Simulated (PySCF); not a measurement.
## Peak assignment

Atoms are numbered as in `[CH2:1]=[C:2]1[CH2:3][CH:4]([C:5]#[N:6])[CH2:7]1`. Hydrogens are named by the atom that carries them. Ha(C3), Ha(C7) are cis to C5 on the ring; Hb(C3), Hb(C7) are trans to C5 on the ring.

Theory: structure optimised with GFN2-xTB, GIAO PBE0/pcSseg-1 shieldings, in PySCF (rapidly exchanging positions averaged, no relativistic terms, a single conformation, no solvent).

δ = σ(ref) − σ, references computed at the same level: TMS for 13C and 1H.

Problem. Assign these signals to the numbered atoms. 13C{1H} NMR (computed): δ 151.0 (C), 127.6 (C), 117.8 (CH2), 38.4 (CH2), 15.5 (CH).

Solution. 
151.0 → C2, fully substituted alkene carbon: as expected for a trigonal carbon in a double bond
127.6 → C5, nitrile carbon: C≡N carbons fall here, among the sp2 signals but without a proton
117.8 → C1, terminal =CH2 carbon: as expected for a trigonal carbon in a double bond
38.4 → C3/C7, allylic sp3 CH2: aliphatic region, no heteroatom directly attached
15.5 → C4, sp3 CH α to a nitrile: aliphatic region, no heteroatom directly attached

Problem. Assign these signals to the numbered atoms. 1H NMR (300 MHz, computed): δ 5.41 (s, 2H), 3.18 (m, 2H), 3.16 (m, 2H), 2.81 (m, 1H).

Solution. 
| δ (ppm) | atoms | environment | reason |
| --- | --- | --- | --- |
| 5.41 | H(C1) | hydrogen on a terminal =CH2 carbon | a vinylic proton, deshielded by the sp2 carbon and the C=C anisotropy |
| 3.18 | Hb(C3)/Hb(C7) | hydrogen on an allylic sp3 CH2 | allylic position |
| 3.16 | Ha(C3)/Ha(C7) | hydrogen on an allylic sp3 CH2 | – |
| 2.81 | H(C4) | hydrogen on an sp3 CH α to a nitrile | – |

Hb(C3)/Hb(C7) and Ha(C3)/Ha(C7) lie closer than the usual error of such a calculation, so a measured spectrum could show them in the other order.

Shifts are as computed. Against solution values, carbons near 30 ppm lie about +3 ppm off and those near 130 ppm about +5 ppm (rms about the fit 2.1 ppm; single classes can miss by 10 ppm). Of 1328 compounds with measured shifts, 309 miss one by over three times the rms of a fit or turn the order of signals round; such compounds aren't used in these exercises. Signals without a measured value on file couldn't be tested in this way; 1H shifts scatter by 0.2 ppm about their fit, and single ones miss by 0.5 ppm. Multiplicities follow the n + 1 count of equivalent neighbours, as no J values were calculated; m marks all less simple cases, F and P coupling included.
